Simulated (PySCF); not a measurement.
PBE0-D3(BJ)/def2-TZVP geometry optimisation, IEF-PCM water with PySCF 2.14 and geomeTRIC: [TiF5]2-, charge -2, multiplicity 2. Start (model start, shaken):

```
6

Ti    0.0000    0.0045   -0.0041
F    -0.0134   -0.0068    1.8951
F     0.0009    0.0201   -1.9174
F     1.9007    0.0073    0.0053
F    -0.9534    1.6401   -0.0004
F    -0.9446   -1.6743   -0.0069
```

```
step  E − E(start) / kcal mol⁻¹  largest force / Eh bohr⁻¹
   0                       0.00                    0.02325
   1                      -2.15                    0.00432
   2                      -2.53                    0.00083
   3                      -2.58                    0.00125
   4                      -2.60                    0.00092
   5                      -2.61                    0.00034
```

The optimisation met its thresholds. End point:

```
6

Ti    0.0237    0.0579   -0.0043
F     0.0280    0.0630    1.9778
F     0.0321    0.0761   -1.9862
F     1.8952   -0.1702   -0.0022
F    -1.0741    1.5833    0.0003
F    -0.9147   -1.6191   -0.0138
```

Metal–donor distances, start → end: F2 1.899 → 1.982 Å, F3 1.913 → 1.982 Å, F4 1.901 → 1.885 Å, F5 1.893 → 1.879 Å, F6 1.926 → 1.922 Å.

No frequencies were computed, so the end point may be a saddle point.

The job took 3.4 min on one thread of Arm Neoverse V1 (shared host), with 200 basis functions and a peak of 1.3 GiB, launched as `OMP_NUM_THREADS=1 python lf_run.py task.json out`.
